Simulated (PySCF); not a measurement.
**Assigning NMR signals**

Bonds (- single, = double, # triple, : aromatic): C1=C2, C2-C3, C3-C4, C2-B5, B5-O6, O6-C7, B5-O8, O8-C9. C1 carries H10, H11; C3 carries H12, H13; C4 carries H14, H15, H16; C7 carries H17, H18, H19; C9 carries H20, H21, H22. H10 is cis to C3; H11 is trans to C3.

PySCF 2.14.0 with density-fitted response routines calculation with geometry from PBE0-D3(BJ)/def2-SVP and σ from GIAO-B3LYP/pcSseg-1; gas phase, one averaged value for each set of equivalent atoms, non-relativistic Hamiltonian, one computed conformer.

Chemical shifts δ = σref − σ; $^{13}$C (179.24 ppm), $^{1}$H (31.38 ppm) against TMS, all at this level.

Question: Assign these signals to the numbered atoms. $^{13}$C{$^{1}$H} NMR (computed): δ 158.5, 131.1, 53.9, 37.1, 17.4.

Answer: 
| δ (ppm) | atoms | environment | reason |
| --- | --- | --- | --- |
| 158.5 | C2 | fully substituted alkene carbon | an sp2 carbon of a C=C bond |
| 131.1 | C1 | terminal =CH2 carbon | the olefinic region |
| 53.9 | C7/C9 | methyl carbon bonded to O | pulled downfield by the heteroatom |
| 37.1 | C3 | allylic sp3 CH2 | saturated and bonded to C and H only |
| 17.4 | C4 | methyl carbon | aliphatic region, no heteroatom directly attached |

Question: Assign these signals to the numbered atoms. $^{1}$H NMR (400 MHz, computed): δ 5.76 (br s, 1H), 5.29 (br s, 1H), 3.74 (s, 6H), 2.17 (q, 2H), 0.91 (t, 3H).

Answer: 
| δ (ppm) | atoms | environment | reason |
| --- | --- | --- | --- |
| 5.76 | H10 | hydrogen on a terminal =CH2 carbon | olefinic region |
| 5.29 | H11 | hydrogen on a terminal =CH2 carbon | – |
| 3.74 | H17/H18/H19/H20/H21/H22 | hydrogen on a methyl carbon bonded to O | its carbon carries O, an electronegative neighbour |
| 2.17 | H12/H13 | hydrogen on an allylic sp3 CH2 | allylic position |
| 0.91 | H14/H15/H16 | hydrogen on a methyl carbon | – |

A carbon bonded to boron is broadened by the quadrupolar boron nucleus and is often missing from a measured spectrum. Shifts are as computed. Against solution values, carbons near 30 ppm lie about +2 ppm off and those near 130 ppm about +6 ppm. Of 1211 compounds with measured shifts, 218 miss one by over three times the rms of a fit or turn the order of signals round; such compounds aren't used in these exercises. Multiplicities follow the n + 1 count of equivalent neighbours, as no J values were calculated; m marks all less simple cases, F and P coupling included.
